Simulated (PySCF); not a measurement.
## GeSBr₂, singlet: structure and spectrum

Method: PySCF, PBE0, basis Ge def2-TZVP, S def2-TZVP, Br def2-TZVP (no relativity, density fitting).

The structure is a minimum.

```xyz
4
charge 0 multiplicity 1, angstrom
Ge    0.0000    0.0000    0.5749
S     0.0000    0.0000    2.5876
Br    1.8172    0.0000   -0.7933
Br   -1.8172    0.0000   -0.7933
```

| Property | Result |
| --- | --- |
| Point group | C2v |
| Bond lengths | Ge–Br 2.275 Å (×2), Ge–S 2.013 Å |
| Bond angles | Br–Ge–Br 106.0°, Br–Ge–S 127.0° (×2) |
| Zero-point energy | 9.3 kJ/mol |
| Rotational constants | 0.0499, 0.03234, 0.01962 cm⁻¹ |
| Heat capacity Cp at 298.15 K | 75.9 J/(mol K) |
| Enthalpy at 298.15 K above 0 K | 18.04 kJ/mol |
| Entropy at 298.15 K and 1 bar | 352.3 J/(mol K) |
| Principal polarisabilities | 54.9, 98.3, 114.0 bohr³ |
| Rotational symmetry number | 2 |
| Principal quadrupole moments (Buckingham, traceless) about the centre of mass | -4.93, 2.05, 2.88 D Å |
| Lowest empty level | -2.85 eV |
| Highest occupied level | -7.64 eV |
| Atomisation energy without zero-point energy | 987 kJ/mol |
| Dipole moment | 1.71 D |

Harmonic modes (masses in u: Ge 73.921, S 31.972, Br 78.918):
| symmetry | ω (cm⁻¹) | IR (km/mol) | μ (u) | type |
| --- | --- | --- | --- | --- |
| a1 | 104 | 0.8 | 70.75 | bend |
| b2 | 127 | 5.4 | 40.90 | bend |
| b1 | 128 | 3.2 | 56.22 | bend |
| a1 | 279 | 11.9 | 62.83 | stretch |
| b2 | 329 | 68.8 | 75.75 | stretch |
| a1 | 584 | 63.6 | 40.11 | stretch |

In C2v the vibrations span 3a1 + 2b2 + b1. Here b1 is antisymmetric to the molecular plane and b2 lies in it.

Charges (e):
```
 atom  Mulliken  Löwdin  polar tensor  Mayer order to Ge1
  Ge1      0.68   -0.36          1.37                   –
   S2     -0.30    0.04         -0.51                2.03
Br3,4     -0.19    0.16         -0.43                1.06
```

Mulliken populations on Ge1: s 7.20, p 13.70, d 10.37, f 0.05.

Counting electrons, germanium keeps none of its valence electrons outside its bonds, so the VSEPR class is AX3 and the expected shape is trigonal planar; with unlike ligands the computed point group is C2v.

Other isomers or separated fragments may lie lower.

The final relaxation and frequency run took roughly 13 core-minutes on a shared host.
